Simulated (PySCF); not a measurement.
Electron correlation in Sb⁺ (antimony, charge +1)

[Kr] 4d10 5s2 5p2, high-spin 3P determinant. Computed with PySCF 2.14 in aug-cc-pVTZ-PP with ECP28MDF, with scalar relativity through the core potential. Frozen: 4s2 4p6 4d10; 4 electrons correlated.

MP2 pair energies summed by pair of shells (mhartree):

| pair | energy | share (%) |
| --- | --- | --- |
| 5s-5p | -28.37 | 61.8 |
| 5s-5s | -13.06 | 28.5 |
| 5p-5p | -4.45 | 9.7 |

Total MP2 correlation energy: -45.87 mhartree.

Same-spin part -7.64 and opposite-spin part -38.23 mhartree; SCS-MP2 scales them by 1/3 and 6/5 to -48.43 mhartree.
